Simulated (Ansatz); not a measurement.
System (SMILES): [B]=N (B-NH), doublet.
Atoms: B1, N2, H3. Bonds: B1-N2, N2-H3.

Basis-set convergence of the lowest harmonic wavenumber at HF with Ansatz (a program for electronic structure). Each level at its own minimum, finite differences of forces, unscaled; the reference is a large set that could be run, not a limit. Cartesian d functions, on some or all atoms, in 6-31G*, 6-31+G*; all else is spherical. The program fits the integrals of some runs and decomposes those of others, by size. Core-valence sets carry the plain set on hydrogen. Open shells are unrestricted. No added dispersion term, no relativity. Reference: the value in def2-QZVPPD, 562 cm⁻¹, itself unsure by roughly 2 cm⁻¹ (its mean distance from pcseg-3, def2-QZVPP, cc-pVQZ). Deviations are taken from unrounded values.

```tsv
basis	functions	lowest harmonic wavenumber (cm⁻¹)	minus reference (cm⁻¹)
6-31G	20	670	108
def2-SV(P)	30	654	92
6-31G*	32	585	24
def2-SVP	33	634	72
6-31+G*	40	597	36
aug-cc-pVDZ	55	546	-16
aug-pcseg-1	55	548	-14
def2-TZVP	68	557	-5
def2-TZVPP	76	563	1
def2-TZVPD	83	567	6
def2-TZVPPD	91	561	0
jun-cc-pV(T+d)Z	92	558	-4
6-311++G(3df,3pd)	96	565	3
cc-pCVTZ	100	561	-1
aug-cc-pVTZ	115	557	-4
aug-pcseg-2	115	568	6
def2-QZVPP	144	564	2
pcseg-3	153	565	3
```
